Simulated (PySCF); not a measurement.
Gas-phase reaction: 3 GaBr + 4 Cl ⇌ GaBr₃ + 2 GaCl₂

Energies from PySCF (xtb for GFN2), thermal terms from the rigid-rotor harmonic-oscillator model, ideal gas at 1 bar. † marks an energy on the PBE0/def2-TZVP geometry and frequencies; other levels use their own. MP2 and CCSD(T) freeze the core. 6-31G* has spherical d functions here. Open shells (unrestricted): Cl (multiplicity 2), GaCl₂ (multiplicity 2); the rest are closed-shell singlets. GFN2 has no spin-polarisation term. Spin-orbit splitting is ignored; it lowers the true energy and changes the entropy of Cl. Br, Ga: all electrons, no relativistic terms. GaCl₂: computed as isolated molecules; such fragments, hydroxides, amides, oligomers or adducts are transient or little studied in the gas. MP2 isn't extrapolated to the basis-set limit. CCSD(T) isn't extrapolated to the basis-set limit.

```json
[
 {"level": "BLYP/def2-TZVP†", "ΔH°(298 K), kJ": "-917"},
 {"level": "CCSD(T)/def2-SVP†", "ΔH°(298 K), kJ": "-974"},
 {"level": "GFN2-xTB", "ΔH°(298 K), kJ": "-1059"},
 {"level": "HF/6-31G*", "ΔH°(298 K), kJ": "?"},
 {"level": "MP2/def2-SVP†", "ΔH°(298 K), kJ": "?"},
 {"level": "MP2/def2-TZVPP†", "ΔH°(298 K), kJ": "-1137"},
 {"level": "PBE/def2-TZVP†", "ΔH°(298 K), kJ": "?"},
 {"level": "PBE0/def2-QZVP†", "ΔH°(298 K), kJ": "?"},
 {"level": "r2SCAN/def2-TZVP†", "ΔH°(298 K), kJ": "-1116"},
 {"level": "LDA/def2-TZVP†", "ΔH°(298 K), kJ": "-1261"},
 {"level": "ωB97X-V/def2-TZVP†", "ΔH°(298 K), kJ": "-1071"}
]
```

Q: Some entries are withheld; supply them.

A: 
- HF/6-31G*, ΔH°(298 K), kJ: -751
- MP2/def2-SVP†, ΔH°(298 K), kJ: -1064
- PBE/def2-TZVP†, ΔH°(298 K), kJ: -1057
- PBE0/def2-QZVP†, ΔH°(298 K), kJ: -1063
